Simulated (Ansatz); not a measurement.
Total energies of CH4AlBrO.

```csv
atom,x (Å),y (Å),z (Å)
O1,1.558,0.722,-0.239
C2,0.464,0.385,0.391
Al3,-0.733,-1.133,-0.156
Br4,-1.542,1.051,-0.875
H5,1.870,1.608,-0.007
H6,0.194,1.058,1.212
H7,-0.205,-2.002,-1.368
H8,-1.606,-1.689,1.043
```

Charge 0, multiplicity 1. Correlated methods include outer-core shells of Br, which these sets cover unevenly. Scalar relativity is left out up to krypton. The bonds changed during the relaxation, so this is another structure than the one it started from. The geometry is a stationary point of PBE0-D4/def2-TZVP. It is one conformer, not always the lowest. Basis def2-TZVPP, Ansatz 0.2.0.

RPA on PBE orbitals: Hartree–Fock energy of these orbitals -2929.38217 Eh, correlation -1.22877 Eh (frozen core).

```json
{"functional": "PBE", "energy without D4 (Eh)": "-2931.71089", "D4 term (kJ/mol)": "-16.8"}
{"functional": "HSE06 (plane-wave form)", "energy without D4 (Eh)": "-2931.81823", "D4 term (kJ/mol)": "-13.4"}
```

**Question.** Give the same for LDA (SPW92), revPBE, BLYP, r2SCAN, B97M-V, PBE0, B3LYP, r2SCANh, r2SCAN0, BHLYP, CAM-B3LYP, LC-ωPBE, ωB97X-V, ωB97M-V, B2PLYP, PBE-QIDH. (Estimate.)

**Answer.** Ansatz gave: 
```
 functional  energy without D4 (Eh)  D4 term (kJ/mol)
LDA (SPW92)             -2926.83710                 –
     revPBE             -2932.06009             -46.7
       BLYP             -2932.36650             -36.6
     r2SCAN             -2932.26745              -3.8
     B97M-V             -2931.83115                 –
       PBE0             -2931.82537             -14.2
      B3LYP             -2932.42483             -27.5
    r2SCANh             -2932.25707              -4.1
    r2SCAN0             -2932.24285              -4.6
      BHLYP             -2932.29689             -22.9
  CAM-B3LYP             -2932.45059             -14.6
    LC-ωPBE             -2931.85535                 –
    ωB97X-V             -2932.05390                 –
    ωB97M-V             -2932.16133                 –
     B2PLYP             -2931.78125                 –
   PBE-QIDH             -2931.40935                 –
```

B3LYP takes the VWN-RPA correlation (the form of Gaussian; ORCA's B3LYP/G). HSE06 is the plane-wave form, built on full-range PBE exchange. The double hybrids freeze the cores in their second-order part.

LC-ωPBE has ω = 0.4 bohr⁻¹.
